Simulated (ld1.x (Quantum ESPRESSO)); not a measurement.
**tellurium: TM pseudisation with BLYP, scalar-relativistic reference atom.**

ld1.x (Quantum ESPRESSO) 7.5 input, shortened:

```
&input
   title='Te', zed=52., rel=1, dft='BLYP', iswitch=3,
   config='[Kr] 4d10 5s2 5p1'
 /
 &inputp
   pseudotype=2, tm=.true., lloc=0,
   nlcc=.true., new_core_ps=.true., rcore=1.55
 /
2
5P  2  1   1.00   0.00  2.36  2.36  0.0
5S  1  0   2.00   0.00  1.90  1.90  0.0
 &test
   configts(1)='5s2 5p1'
 /
```

- Cutoffs needed: 30 Ry and 50 Ry (the cutoffs (Ry, on a coarse ladder) from which the occupation-weighted sum of valence levels, in a spherical-Bessel basis at the reference potential, stays within 10 and 1 mRy of its value at 400 Ry)
- Ghost test: no extra level below or beside the all-electron valence levels (p, s, d, f tested) (spherical-Bessel basis up to 400 Ry, 20 bohr box)
- Largest excitation error: -36 meV (all-electron minus pseudo) for 5s2 5p0, out of 7 test configurations
